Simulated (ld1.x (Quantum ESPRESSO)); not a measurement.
**platinum, TM: configuration errors across variants**

ld1.x (Quantum ESPRESSO) 7.5 input, shortened:

```
&input
   title='Pt', zed=78., rel=2, dft='PBE', iswitch=3,
   config='[Xe] 4f14 5d9 6s0 6p0', rel_dist='average'
 /
 &inputp
   pseudotype=2, tm=.true., lloc=0,
   nlcc=.false.
 /
3
6P  2  1   0.00   0.00  2.15  2.15  0.0
5D  3  2   9.00   0.00  1.90  1.90  0.0
6S  1  0   0.00   0.00  1.70  1.70  0.0
 &test
   configts(1)='5d9 6s0 6p0'
 /
```

Open shells are filled in proportion to 2j + 1 (rel_dist='average').

All-electron excitation energies from the reference (eV): (1) 5d9 6s1 6p0 -9.210; (2) 5d8 6s0 6p0 19.981; (3) 5d7 6s0 6p0 52.195; (4) 5d8 6s1 6p1 -2.687; (5) 5d9.5 6s0.5 6p0 -9.343; (6) 5d9 6s0.5 6p0 -5.508; (7) 5d9 6s0 6p1 -4.208.

Tests that are not counted but printed errors over 1 eV. “all radii scaled by about 0.87 (s 1.48, p 1.88, d 1.66 bohr)”: 5d8 6s1 6p1 (solver errors, printed error -11.1 eV).

A true bound ghost makes a file unfit for plane-wave use even where its test errors are small: the radial tests pick states by their node count and pass the ghost by. Where a test does run into it, the solver fails or the error is huge.

Errors AE − PS in meV (a dash: test not solved or not reliable):

| change | (1) | (2) | (3) | (4) | (5) | (6) | (7) | bound ghosts |
| --- | --- | --- | --- | --- | --- | --- | --- | --- |
| base | +12 | -35 | -196 | -38 | +11 | +4.0 | +4.3 | p1/2, p3/2 |
| all radii scaled by about 0.80 (s 1.36, p 1.72, d 1.52 bohr) | +46 | -27 | -160 | -124 | +43 | +14 | -9.9 | p3/2, p1/2, s (extra level of the local part) |
| all radii scaled by about 0.87 (s 1.48, p 1.88, d 1.66 bohr) | +969 | -29 | -168 | – | +22 | -4.9 | +5.5 | p1/2, p3/2, s (extra level of the local part) |
| all radii scaled by about 1.16 (s 1.98, p 2.50, d 2.20 bohr) | +10 | -48 | -250 | -70 | +5.7 | +3.4 | +3.0 | none |
| all radii scaled by about 1.25 (s 2.12, p 2.68, d 2.38 bohr) | +9.9 | -49 | -245 | -70 | +4.6 | +3.2 | +2.9 | none |

Q: Give the same row for: all radii scaled by about 1.34 (s 2.28, p 2.88, d 2.54 bohr).

A: +9.9, -47, -223, -59, +3.2, +3.2, +3.1; bound ghosts: none.
